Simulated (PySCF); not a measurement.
C4H4N (SMILES C1=C[N]C=C1), doublet, geometry from GFN2-xTB. Base run: M06L/STO-3G run with PySCF.

Geometry (Å):
```xyz
9

C      0.2523     1.1010     0.3457
C      1.1363     0.0721    -0.1271
N      0.4715    -1.0497    -0.3861
C     -0.8104    -0.7977    -0.1398
C     -1.0014     0.5665     0.2677
H      0.5395     2.1011     0.6043
H      2.1903     0.1545    -0.3194
H     -1.5541    -1.5708    -0.2016
H     -1.9378     1.0117     0.5407
```
Charge 0, spin multiplicity 2.
Orbitals are unrestricted.
All else is at PySCF's defaults.
Base energy -206.80943 Eh.

Variants of this job, named by their change:

| change | ΔE vs base (mEh) | grid points | electrons on the grid |
|---|---|---|---|
| base | 0.000 | 109608 | 35.00000 |
| grids.atom_grid = (75, 302) | -0.001 | 129728 | 35.00000 |
| grids.atom_grid = (99, 590) | -0.022 | 288792 | 35.00000 |
| grids.level = 5 | -0.020 | 308192 | 35.00000 |
| grids.radi_method = delley | -0.003 | 116344 | 35.00000 |
| grids.level = 4 | -0.022 | 205144 | 35.00000 |
| grids.prune = dft.gen_grid.treutler_prune | -0.175 | 95032 | 35.00001 |
| grids.level = 1 | 2.943 | 35728 | 35.00001 |
| grids.becke_scheme = stratmann | 0.007 | 109608 | 35.00000 |
| grids.atom_grid = (30, 110) | 5.736 | 22128 | 35.00023 |
| grids.level = 0 | -42.970 | 7888 | 34.99825 |

Open shells are given as the SCF converged; they aren't shown to be the lowest states, and a large step between rows can be another state.
